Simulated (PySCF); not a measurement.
HI3Sn. Atoms are numbered in the order given.

```xyz
5

Sn     0.0000     0.0000     0.6876
I     -2.2066     1.2740    -0.2314
I      0.0000    -2.5480    -0.2314
I      2.2066     1.2740    -0.2314
H      0.0000     0.0000     2.4038
```

Coordinates come from a B3LYP-D3(BJ)/def2-SVP optimisation. The structure was generated by enumeration; whether it is a known compound was not checked. The def2 effective core potentials stand for the cores of I, Sn; spin–orbit coupling is left out.

Calculation: C-PCM-PBE0/def2-SVP in PySCF.

The values are the electrostatic part of the solvation free energy, E(continuum) − E(gas) at the gas-phase geometry, in a cavity of scaled van der Waals radii (PySCF's table); cavitation and dispersion terms are not included. A continuum can't describe solvent molecules that bind to the metal. In vacuum the orbital gap is 4.51 eV. The dipole moment in vacuum is 1.23 D.

| solvent | ε | ΔG(elec) (kcal/mol) | dipole (D) | gap (eV) |
|---|---|---|---|---|
| water | 78.36 | -2.7 | 2.01 | 4.64 |
| diethylether | 4.24 | -2.0 | 1.78 | 4.61 |
| dimethylsulfoxide | 46.83 | -2.7 | 2.00 | 4.64 |
